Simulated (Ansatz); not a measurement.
Geometry optimisation, RHF/def2-SVP in Ansatz.

Input:

```yaml
crystal:
  periodic: [false, false, false]
  atoms:
    - { symbol: Si, position_ang: [0.0, 0.0, 0.0] }
    - { symbol: O, position_ang: [0.0, 0.0, 2.03] }
    - { symbol: H, position_ang: [-0.9095, -0.2814, 2.3671] }
    - { symbol: O, position_ang: [1.5842, 0.0, -0.5594] }
    - { symbol: H, position_ang: [1.9006, -0.9521, -0.6761] }
    - { symbol: H, position_ang: [-0.6877, 1.1914, -0.4862] }
    - { symbol: H, position_ang: [-0.6877, -1.1914, -0.4862] }
    - { symbol: Cl, position_ang: [1.2744, 1.9219, 0.7662] }
    - { symbol: H, position_ang: [0.6771, 1.0211, 1.8701] }
basis:
  gaussian: { orbitals: def2-SVP }
hamiltonian:
  xc: hf
relax:
  f_tol: 0.15
  max_steps: 25
  restrain:
    - { distance: [0, 7], at: 2.13, k: 30.0 }
    - { distance: [8, 1], at: 1.01, k: 30.0 }
    - { distance: [0, 1], at: 2.88, k: 30.0 }
    - { distance: [8, 7], at: 2.57, k: 30.0 }
```

Command:

```bash
$ ansatz run input.yaml --threads 1 --pin off --max-ram 2048MiB --backend cpu --events-out ev --progress --plain --runs-dir out
```

**Question.** Where does it end, and by what steps?

**Answer.** The forces met the threshold. The restraints hold the end off the free minimum; the threshold counts their pulls, which the force column leaves out. Restrained pairs: Si1–Cl8 (2.43 → 2.12 Å), O2–H9 (1.24 → 0.97 Å), Si1–O2 (2.03 → 2.89 Å), Cl8–H9 (1.54 → 2.57 Å). After 18 steps the energy has fallen by 3.934 eV (the restraints' own energy left out); H6 moved furthest, 1.60 Å.

| step | energy less start (eV) | largest force component (eV/Å) | accepted |
| --- | --- | --- | --- |
| 0 | 0.0000 | 6.366 | yes |
| 1 | 0.0923 | 4.143 | yes |
| 2 | -0.1561 | 2.821 | yes |
| 3 | -0.8472 | 2.103 | yes |
| 4 | -1.8401 | 1.134 | yes |
| 5 | -2.4291 | 2.301 | yes |
| 6 | -2.8846 | 2.029 | yes |
| 7 | -3.2086 | 1.273 | yes |
| 8 | -3.2914 | 1.789 | yes |
| 9 | -3.3932 | 1.587 | yes |
| 10 | -3.4871 | 1.590 | yes |
| 11 | -3.6032 | 1.471 | yes |
| 12 | -3.7219 | 1.171 | yes |
| 13 | -3.8309 | 1.210 | yes |
| 14 | -3.8934 | 1.349 | yes |
| 15 | -3.9083 | 1.447 | yes |
| 16 | -3.9296 | 1.104 | yes |
| 17 | -3.9329 | 1.256 | yes |
| 18 | -3.9341 | 1.238 | yes |

```xyz
9
Properties=species:S:1:pos:R:3
Si 0.067 0.572 -0.573
O 0.543 -0.469 2.083
H -0.113 -0.843 2.654
O 1.314 -0.472 -0.549
H 1.480 -0.909 0.276
H -0.052 1.071 -1.949
H -1.211 0.021 -0.101
Cl 0.453 2.292 0.603
H 0.672 0.446 2.381
```

Run time: 34 s on 1 thread of AMD EPYC 7R43 64-Core Processor (Zen 3), on a shared host, peak memory 0.18 GiB.
